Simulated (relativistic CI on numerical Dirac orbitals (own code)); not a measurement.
# Cr V: calculation against measurement

Method of calculation: Dirac-Coulomb-Breit CI, separate exchange-only KLI orbitals for each configuration, a model potential for QED, valence Slater integrals scaled by 0.85, P86 correlation energy added to each configuration (own radial code, finite nucleus).

CI space (outside the closed core [Ne]): 3s2.3p6.3d2, 3s2.3p6.3d.4s, 3s2.3p6.3d.4p, 3s2.3p5.3d3, 3s2.3p6.3d.4d, 3s2.3p6.3d.5s, 3s2.3p6.3d.4f, 3s2.3p6.3d.5p, 3s2.3p6.4s2, 3s.3p6.3d3, 3s2.3p6.3d.5d, 3s2.3p6.3d.6s, 3s2.3p6.4s.4p, 3s2.3p6.3d.5f, 3s2.3p6.3d.6p, 3s2.3p6.3d.5g, 3s2.3p6.3d.6d, 3s2.3p6.4p2, 3s2.3p6.4s.4d, 3s2.3p5.3d2.4s, 3s2.3p6.4p.4d, 3s2.3p5.3d2.4p, 3p6.3d4, 3p5.3d5. Double excitations out of closed p, d and f shells are left out; levels of such configurations are missing from the list, as are those of other unlisted configurations, and high levels can miss mixing partners. These lack a partner that the ground configuration has and come out too high: 3s2.3p5.3d2.4s, 3s2.3p5.3d2.4p.

| Configuration | Term (tabulated) | J | Measured (cm⁻¹) | Computed | Error | Purity (%) |
| --- | --- | --- | --- | --- | --- | --- |
| 3s2.3p6.3d2 | 3F | 2 | 0.0 | 0 | 0 | 100 |
| 3s2.3p6.3d2 | 3F | 3 | 508.2 | 480 | -28 | 100 |
| 3s2.3p6.3d2 | 3F | 4 | 1141.7 | 1081 | -61 | 100 |
| 3s2.3p6.3d2 | 1D | 2 | 13188.0 | 13238 | 50 | 96 |
| 3s2.3p6.3d2 | 3P | 0 | 15491.8 | 15164 | -328 | 100 |
| 3s2.3p6.3d2 | 3P | 1 | 15676.6 | 15336 | -340 | 100 |
| 3s2.3p6.3d2 | 3P | 2 | 16041.0 | 15691 | -350 | 96 |
| 3s2.3p6.3d2 | 1G | 4 | 22019.2 | 21247 | -772 | 100 |
| 3s2.3p6.3d2 | 1S | 0 | 51146.4 | 50971 | -176 | 100 |
| 3s2.3p6.3d.4s | 3D | 1 | 167176.4 | 169963 | 2787 | 99 |
| 3s2.3p6.3d.4s | 3D | 2 | 167491.0 | 170268 | 2777 | 98 |
| 3s2.3p6.3d.4s | 3D | 3 | 168089.5 | 170843 | 2754 | 99 |
| 3s2.3p6.3d.4s | 1D | 2 | 171698.1 | 174475 | 2777 | 98 |
| 3s2.3p6.3d.4p | 1D° | 2 | 226119.8 | 230437 | 4318 | 94 |
| 3s2.3p6.3d.4p | 3D° | 1 | 228001.8 | 231888 | 3886 | 99 |
| 3s2.3p6.3d.4p | 3D° | 2 | 228489.1 | 232370 | 3881 | 96 |
| 3s2.3p6.3d.4p | 3D° | 3 | 229120.8 | 232984 | 3863 | 96 |
| 3s2.3p6.3d.4p | 3F° | 2 | 229551.7 | 233787 | 4236 | 94 |
| 3s2.3p6.3d.4p | 3F° | 3 | 230316.3 | 234513 | 4196 | 96 |
| 3s2.3p6.3d.4p | 3F° | 4 | 231392.9 | 235564 | 4171 | 100 |
| 3s2.3p6.3d.4p | 3P° | 1 | 234618.4 | 238499 | 3881 | 97 |
| 3s2.3p6.3d.4p | 3P° | 0 | 234668.5 | 238553 | 3885 | 100 |
| 3s2.3p6.3d.4p | 3P° | 2 | 234846.4 | 238726 | 3879 | 99 |
| 3s2.3p6.3d.4p | 1F° | 3 | 237529.5 | 241455 | 3925 | 99 |
| 3s2.3p6.3d.4p | 1P° | 1 | 239917.5 | 243270 | 3353 | 97 |
| 3s2.3p6.3d.4d | 1F | 3 | 316674.9 | 319656 | 2981 | 96 |
| 3s2.3p6.3d.4d | 3D | 1 | 317893.8 | 320719 | 2825 | 93 |
| 3s2.3p6.3d.4d | 3D | 2 | 318227.6 | 321025 | 2797 | 99 |
| 3s2.3p6.3d.4d | 3D | 3 | 318601.7 | 321392 | 2790 | 96 |
| 3s2.3p6.3d.4d | 3G | 3 | 319119.1 | 322032 | 2913 | 98 |
| 3s2.3p6.3d.4d | 1P | 1 | 319284.0 | 322263 | 2979 | 92 |
| 3s2.3p6.3d.4d | 3G | 4 | 319516.8 | 322419 | 2903 | 99 |
| 3s2.3p6.3d.4d | 3G | 5 | 320074.4 | 322962 | 2888 | 100 |
| 3s2.3p6.3d.4d | 3S | 1 | 322528.1 | 325236 | 2708 | 99 |
| 3s2.3p6.3d.4d | 3F | 2 | 325104.1 | 328636 | 3532 | 99 |
| 3s2.3p6.3d.4d | 3F | 3 | 325472.5 | 328996 | 3524 | 99 |
| 3s2.3p6.3d.4d | 3F | 4 | 325884.2 | 329399 | 3515 | 99 |
| 3s2.3p6.3d.4d | 1D | 2 | 329350.3 | 332403 | 3053 | 91 |
| 3s2.3p6.3d.4d | 3P | 0 | 330084.8 | 333186 | 3101 | 99 |
| 3s2.3p6.3d.4d | 3P | 1 | 330245.1 | 333343 | 3098 | 99 |
| 3s2.3p6.3d.4d | 3P | 2 | 330536.8 | 333622 | 3085 | 92 |
| 3s2.3p6.3d.4d | 1G | 4 | 331811.2 | 334961 | 3150 | 99 |
| 3s2.3p6.3d.5s | 3D | 1 | 356744.8 | 358850 | 2105 | 100 |
| 3s2.3p6.3d.5s | 3D | 2 | 356981.3 | 359088 | 2106 | 93 |
| 3s2.3p6.3d.5s | 3D | 3 | 357675.9 | 359746 | 2070 | 100 |
| 3s2.3p6.3d.5s | 1D | 2 | 358653.8 | 360813 | 2159 | 92 |

Measured levels from Sugar and Corliss, J. Phys. Chem. Ref. Data 6, 317 (1977); pairs were made by configuration, J and term (by order where the table uses no LS term), so strongly mixed levels may be paired wrongly. Some J values or terms of the table were assigned by a fit.

Mean error by configuration (cm⁻¹): 3s2.3p6.3d2 -251; 3s2.3p6.3d.4s 2774; 3s2.3p6.3d.4p 3956; 3s2.3p6.3d.4d 3050; 3s2.3p6.3d.5s 2110. Over the excited levels the mean absolute error is 2688 cm⁻¹ (45 of the 45 excited levels that our extract of the source holds in range could be paired), and the median relative error of those above 1,000 cm⁻¹ is 1.1 %.
